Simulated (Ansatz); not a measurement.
Nb₃H₃Se₉⁺. Charge 1, multiplicity 2. Geometry PBE-D4/def2-SVP, that of the neutral singlet; atoms count from 1.

```xyz
15

Nb   -1.174   -1.030    0.482
Nb    1.572   -0.217    0.674
Nb   -0.289    1.337   -1.618
Se   -2.788   -2.201    1.994
Se   -1.697   -0.639   -2.016
Se   -1.782    1.674    0.427
Se    0.786   -2.418   -0.187
Se   -0.030   -0.199    2.594
Se    2.068    0.580   -1.737
Se    0.541    2.405    0.537
Se    3.602   -0.917    1.974
Se   -0.854    2.778   -3.585
H    -3.415   -2.783    0.760
H     3.046   -1.872    2.966
H     0.415    3.503   -3.263
```

In the def2 sets Nb takes a core potential; there is no spin–orbit coupling. Single mean-field runs in def2-TZVP are fitted with def2-universal-jkfit.

**Question.** Estimate the Mulliken populations from the PBE0/def2-TZVP orbitals of Ansatz.

**Answer.** 
| atom | charge (e) | spin (α − β) | d electrons |
| --- | --- | --- | --- |
| Nb1 | 0.44 | 0.54 | 3.40 |
| Nb2 | 0.47 | 0.47 | 3.37 |
| Nb3 | 0.66 | 0.14 | 3.30 |
| Se4 | -0.19 | 0.02 | – |
| Se5 | -0.18 | -0.06 | – |
| Se6 | 0.05 | -0.02 | – |
| Se7 | -0.06 | -0.04 | – |
| Se8 | -0.15 | -0.03 | – |
| Se9 | -0.19 | -0.05 | – |
| Se10 | 0.03 | -0.02 | – |
| Se11 | -0.22 | 0.01 | – |
| Se12 | -0.22 | 0.03 | – |
| H13 | 0.18 | 0.01 | – |
| H14 | 0.19 | 0.01 | – |
| H15 | 0.19 | 0.00 | – |
Mulliken values and Mayer orders depend strongly on the basis.

**Question.** Where does the spin sit?

**Answer.** Summed by element: Nb 1.15, Se -0.16, H 0.01, of 1 unpaired in all. Largest on single atoms: Nb1 0.54, Nb2 0.47, Nb3 0.14.

**Question.** And the Mayer bond orders between bonded heavy atoms (over 0.3)?

**Answer.** Nb1–Nb2 0.54 (2.87 Å); Nb1–Se4 1.31 (2.50 Å); Nb1–Se5 1.02 (2.58 Å); Nb1–Se6 0.65 (2.77 Å); Nb1–Se7 1.15 (2.49 Å); Nb1–Se8 1.06 (2.54 Å); Nb2–Se7 1.21 (2.49 Å); Nb2–Se8 1.15 (2.50 Å); Nb2–Se9 1.04 (2.59 Å); Nb2–Se10 0.60 (2.82 Å); Nb2–Se11 1.30 (2.51 Å); Nb3–Se5 1.29 (2.46 Å); Nb3–Se6 0.85 (2.56 Å); Nb3–Se9 1.25 (2.48 Å); Nb3–Se10 0.87 (2.54 Å); Nb3–Se12 1.30 (2.50 Å); Se6–Se10 0.95 (2.44 Å).
